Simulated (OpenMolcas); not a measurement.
Mo4+ with 4 ligands (bromide) in tetrahedral coordination (Td) at 2.43 Å. Ligand basis ANO-RCC-VDZP.

- Program: OpenMolcas 26.06
- Method: CASSCF
- Basis: ANO-RCC-VTZP [7s6p4d2f1g]
- Scalar Hamiltonian: DKH2, point nucleus
- Active space: 2 electrons in 5 orbitals (4d)
- State averaging: 2S+1 = 3 even, 10 roots; 2S+1 = 1 even, 15 roots
- Spin-orbit coupling: RASSI with atomic mean-field integrals over the reference wave functions

Question: What is the spin-free ground state (labels of Td)?

Answer: 3A2, 1-fold in its orbital part; it has the highest spin that d2 allows.

Question: Where is the first state of the same spin?

Answer: 3T2 at 9560 cm-1 above the ground state.

Question: What are the lowest two levels with spin-orbit coupling?

Answer: A 3-fold level T2, then a 2-fold level E 8858 cm-1 above it. Their leading multiplicities are 3 (100 %) and 1 (51 %).

Question: What is χT at 300 K, and how does it compare with the textbook value?

Answer: The lowest level has 2S+1 = 3, for which the spin-only value is χT = S(S+1) / 2 = 1.000 cm3 K/mol (g = 2). The computed 0.877 at 300 K differs by -0.123, through orbital momentum, spin-orbit coupling and any other state in reach.

Without dynamic correlation the repulsion within the d shell is too large (B by tens of per cent), so at a given field states of lower spin stand too high. The least metal-like active orbital is 69 % on the metal (Löwdin) and no ligand orbital is active, so the numbers are rough. With metal d orbitals alone the field can be off either way by tens of per cent. Ligand-to-metal charge-transfer states are missing. With no ligand orbital active B as a rule stays too high, so bands that hang on it stand too high and its fall with covalency is understated. No measured value stands beside these numbers; the geometry was imposed, not optimised, and the real ion may take another.
